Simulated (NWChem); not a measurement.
Species: SeCl₃, doublet; SMILES Cl[Se](Cl)Cl

```xyz
4

Se    -0.3054     0.2709     0.0000
Cl    -0.6038    -0.2674    -2.2179
Cl    -0.6038    -0.2674     2.2179
Cl     1.8324    -0.0386     0.0000
```
Atoms are numbered in this order, from 1.

Level: PBE0/def2-SVP, spin-unrestricted (NWChem), optimised geometry, unscaled harmonic frequencies. In the optimisation the excess spin sits in a' (Cs, its own frame). This build's default masses of Se (78.918 u) and Br (79.917 u) are each other's, which moves their modes by up to 0.6 %. This spin state was assumed; another may lie lower.

```json
[
 {"frequency (cm⁻¹)": "87", "IR intensity (km/mol)": "1.4"},
 {"frequency (cm⁻¹)": "124", "IR intensity (km/mol)": "3.0"},
 {"frequency (cm⁻¹)": "161", "IR intensity (km/mol)": "0.2"},
 {"frequency (cm⁻¹)": "297", "IR intensity (km/mol)": "163.2"},
 {"frequency (cm⁻¹)": "308", "IR intensity (km/mol)": "9.8"},
 {"frequency (cm⁻¹)": "415", "IR intensity (km/mol)": "32.0"}
]
```

- zero-point energy: 2.0 kcal/mol
- thermal correction to the enthalpy at 298.15 K (with zero-point energy): 6.4 kcal/mol
- heat capacity Cv: 16.5 cal/(mol K)
- entropy at 298.15 K and 1 atm (symmetry number 1, electronic part: spin degeneracy alone): 84.5 cal/(mol K)
- dipole moment: 0.88 D

Rigid rotor and harmonic oscillator; modes under 100 cm⁻¹ make the entropy uncertain.
